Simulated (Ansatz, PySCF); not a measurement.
ZrBr3, SMILES [Br][Zr]([Br])[Br] (connectivity only; charge and spin as stated), neutral, multiplicity 2. Atoms are numbered in the order given.

```xyz
4

Zr     0.0000     0.0000     0.0282
Br     2.1609    -1.2476     0.0282
Br    -2.1609    -1.2476     0.0282
Br     0.0000     2.4952     0.0282
```
Charge 0, spin multiplicity 2.

The structure is a stationary point at B3LYP-D3(BJ)/def2-SVP. The multiplicity is an assumed one; other spin states were not compared. The def2 effective core potentials stand for the cores of Zr; spin–orbit coupling is left out.

Two levels are set side by side: PBE-D3(BJ)/def2-SVP (Ansatz, a first-principles code) and B3LYP-D3(BJ)/def2-SVP (Ansatz). Each level has its own optimised geometry; the coordinates shown are those of the second. Frequencies come from the Hessian of PySCF at each geometry. Differences are taken from unrounded values.

```
quantity                            B3LYP-D3(BJ)
----------------------------------  ------------
mean bond length (Å)                       2.495
bond Zr1–Br2 (Å)                           2.495
bond Zr1–Br3 (Å)                           2.495
bond Zr1–Br4 (Å)                           2.495
highest harmonic wavenumber (cm⁻¹)           317
mean harmonic wavenumber (cm⁻¹)              169
zero-point energy (kcal/mol)                1.45
```

### Question
What does PBE-D3(BJ) give, and how far is it from B3LYP-D3(BJ)? (An estimate is asked for; the answer gives what the named calculation found.)

### Answer

| quantity | PBE-D3(BJ) | PBE-D3(BJ) minus B3LYP-D3(BJ) |
|---|---|---|
| mean bond length (Å) | 2.487 | -0.008 |
| bond Zr1–Br2 (Å) | 2.487 | -0.008 |
| bond Zr1–Br3 (Å) | 2.487 | -0.008 |
| bond Zr1–Br4 (Å) | 2.487 | -0.008 |
| highest harmonic wavenumber (cm⁻¹) | 315 | -2 |
| mean harmonic wavenumber (cm⁻¹) | 167 | -2 |
| zero-point energy (kcal/mol) | 1.43 | -0.02 |

Here PBE gives about what the other level gives.
